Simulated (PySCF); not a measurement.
## Bond curve of CdC

Set-up: Cd def2-SVP with ECP28, C def2-SVP; scalar-relativistic core potentials (PySCF 2.14). Energies in eV from Cd + C in their ground configurations at the same level. State: ³Σ⁻ (triplet), unpaired electrons π ↑↑.

```
R (Å)  ROHF-CCSD(T)  r²SCAN
1.880                -0.717
1.967       -0.4450  -0.986
2.055       -0.6085  -1.123
2.120       -0.6656  -1.165
2.186       -0.6823  -1.169
2.252       -0.6699  -1.145
2.339       -0.6236  -1.086
2.448       -0.5403  -0.986
2.579       -0.4309  -0.852
2.754                -0.678
```

Q: Put a parabola through the three lowest points of the ROHF-CCSD(T) curve and estimate Re, k and ωe (reduced mass 10.86 u; 1 eV/Å² = 0.16022 mdyn/Å; ωe = 1302.8·√(k/μ) cm⁻¹).

A: Through R = 2.12, 2.186, 2.252 Å the second-order coefficient is 3.34 eV/Å², so Re ≈ 2.191 Å, k ≈ 1.07 mdyn/Å and ωe ≈ 409 cm⁻¹. A polynomial fit of higher order to the unrounded ROHF-CCSD(T) energies gives Re = 2.187 Å, k = 1.07 mdyn/Å, ωe = 409 cm⁻¹; anharmonicity and rounding make the difference.

The higher-order fit for each curve: ROHF-CCSD(T): Re = 2.187 Å, ωe = 409 cm⁻¹, De = 0.68 eV; r²SCAN: Re = 2.160 Å, ωe = 422 cm⁻¹, De = 1.17 eV.

Correlated steps freeze 1 core orbital. Correlated levels converge slowly with the basis: in double zeta they bind strong bonds too weakly, by up to about 1 eV, and carry superposition errors of some tenths. Spin–orbit coupling is left out. The state was picked by a PBE0 search and need not be the measured ground state.
